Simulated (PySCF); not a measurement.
BH5OSn. Atoms are numbered in the order given.

```xyz
8

O      0.5325    -1.4166     0.0000
Sn    -0.0249     0.5362     0.0000
H      0.6749     1.1723     1.4271
H      0.6749     1.1723    -1.4271
H     -1.7391     0.5613     0.0000
B     -0.2747    -2.4851     0.0000
H     -1.4900    -2.3687     0.0000
H      0.2363    -3.5868     0.0000
```
Charge 0, spin multiplicity 1.

Coordinates come from a B3LYP-D3(BJ)/def2-SVP optimisation. The def2 effective core potentials stand for the cores of Sn; spin–orbit coupling is left out.

These are PBE/def2-TZVPD (PySCF) values and carry that method's errors.

The molecule is in vacuum.

Computed frontier levels, gap, dipole moment and polarisability:
| Property | Value |
|---|---|
| highest occupied level | -6.33 eV |
| lowest empty level | -1.69 eV |
| orbital gap | 4.63 eV |
| dipole moment | 0.582 e·Å |
| quadrupole, principal values (traceless, Buckingham form, about the centre of nuclear charge) | -3.85, -0.07, 3.92 D·Å |
| mean static polarisability | 64.1 bohr³ (9.51 Å³) |
| polarisability, principal values | 55.3, 59.8, 77.3 bohr³ |
